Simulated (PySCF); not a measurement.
Telling isomers of C₂H₁₂OSi₃ apart by NMR

[PySCF 2.14: structure optimised with GFN2-xTB; shielding tensors at PBE0/pcSseg-1 (GIAO); one conformer; rapidly exchanging positions averaged; non-relativistic Hamiltonian; in vacuum]

References, each an isolated molecule treated in the same way: $^{1}$H, $^{13}$C vs TMS. Where no couplings were computed, multiplicities follow the n + 1 count of equivalent neighbours, and m marks all less simple cases (inequivalent or close neighbours, rings, F or P nearby). Shifts are as computed. Against solution values, carbons near 30 ppm lie about +3 ppm off and those near 130 ppm about +5 ppm. Of 1211 compounds with measured shifts, 218 miss one by over three times the rms of a fit or turn the order of signals round; such compounds aren't used in these exercises. OH and NH positions are gas-phase values without hydrogen bonding to other molecules.

(1) Tabulate the signals of `OCC([SiH3])([SiH3])[SiH3]`, `C[SiH](C)O[SiH2][SiH3]` and their relative energies.

(2) What is the quickest way to tell OCC([SiH3])([SiH3])[SiH3] from C[SiH](C)O[SiH2][SiH3]?

## Answers

(1) 
```tsv
SMILES	carbon types	δC	δH	E rel. (kcal/mol)
OCC([SiH3])([SiH3])[SiH3]	1×C 1×CH2	71.2, 0.2	4.17 (s, 2H), 4.03 (s, 9H), 0.96 (br s, 1H)	69.3
C[SiH](C)O[SiH2][SiH3]	2×CH3	1.5	5.66 (q, 2H), 5.21 (sept, 1H), 3.45 (t, 3H), 0.17 (d, 6H)	0.0
```

Energies are electronic energies at PBE0/pcSseg-1 on these geometries, without zero-point or thermal terms, each for the one conformer computed, which needn't be the lowest.

(2) Count the carbon signals: 2 against 1. The first has an sp3 CH2 bonded to O at 71.2 ppm, the second a methyl carbon bonded to Si (CH3) at 1.5 ppm. In the proton spectra the most deshielded non-exchanging signals are 4.17 (s, 2H) and 5.66 (q, 2H).
